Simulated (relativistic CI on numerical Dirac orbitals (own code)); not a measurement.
**Rh³⁺: L2,3 absorption edge**

Computed with this model: Dirac-Coulomb-Breit CI, separate exchange-only KLI orbitals for each configuration, model QED (radiative potential, 1s self-energy scaled to tabulated hydrogen-like ionisation energies), multiplet model of core-to-valence dipole absorption, unscaled Slater integrals; configurations [Kr] 4d6 → [He] 2s2 2p5 3s2 3p6 3d10 4s2 4p6 4d7; 80 K; Lorentzian 0.96 eV and Gaussian 0.5 eV FWHM. Energies are those of the free ion, without screening or charge transfer. The branching ratio is the share of the lower-energy edge in the whole absorption, uncertain by about 0.02 where the edges overlap. S is read from ⟨S²⟩ = S(S + 1).

Field parameters in Wybourne normalisation: Oh B⁴₀ = 21Dq, B⁴₄ = √(5/14) B⁴₀. The field is a parameter set, without covalency.

Computed curve for Oh, 10Dq = 6000 cm⁻¹, scaled to 100 at the maximum (points under 2 are left out and the grid is thinned):

| Energy (eV) | Intensity |
| --- | --- |
| 3002.9 | 2.0 |
| 3003.2 | 2.3 |
| 3003.5 | 2.7 |
| 3003.8 | 3.1 |
| 3004.0 | 3.5 |
| 3004.3 | 4.1 |
| 3004.6 | 5.0 |
| 3004.9 | 6.3 |
| 3005.2 | 8.2 |
| 3005.5 | 11.2 |
| 3005.7 | 14.2 |
| 3006.0 | 21.5 |
| 3006.3 | 32.7 |
| 3006.6 | 47.2 |
| 3006.9 | 63.0 |
| 3007.2 | 78.5 |
| 3007.5 | 93.7 |
| 3007.7 | 99.9 |
| 3008.0 | 92.8 |
| 3008.3 | 73.2 |
| 3008.6 | 61.9 |
| 3008.9 | 63.0 |
| 3009.2 | 65.7 |
| 3009.4 | 62.3 |
| 3009.7 | 50.7 |
| 3010.0 | 38.0 |
| 3010.3 | 26.9 |
| 3010.6 | 18.3 |
| 3010.9 | 12.6 |
| 3011.2 | 9.2 |
| 3011.4 | 7.6 |
| 3011.7 | 5.9 |
| 3012.0 | 4.8 |
| 3012.3 | 3.9 |
| 3012.6 | 3.3 |
| 3012.9 | 2.8 |
| 3013.2 | 2.4 |
| 3013.4 | 2.2 |
| 3148.0 | 2.3 |
| 3148.3 | 3.0 |
| 3148.6 | 4.1 |
| 3148.9 | 6.1 |
| 3149.2 | 9.5 |
| 3149.4 | 13.3 |
| 3149.7 | 21.8 |
| 3150.0 | 31.8 |
| 3150.3 | 38.3 |
| 3150.6 | 35.9 |
| 3150.9 | 26.7 |
| 3151.2 | 17.6 |
| 3151.4 | 13.4 |
| 3151.7 | 9.9 |
| 3152.0 | 8.9 |
| 3152.3 | 9.1 |
| 3152.6 | 9.0 |
| 3152.9 | 7.7 |
| 3153.1 | 6.2 |
| 3153.4 | 4.1 |
| 3153.7 | 2.8 |
| 3154.0 | 2.1 |

The ground state has S = 1.99, and the centroid lies at 3038.96 eV.
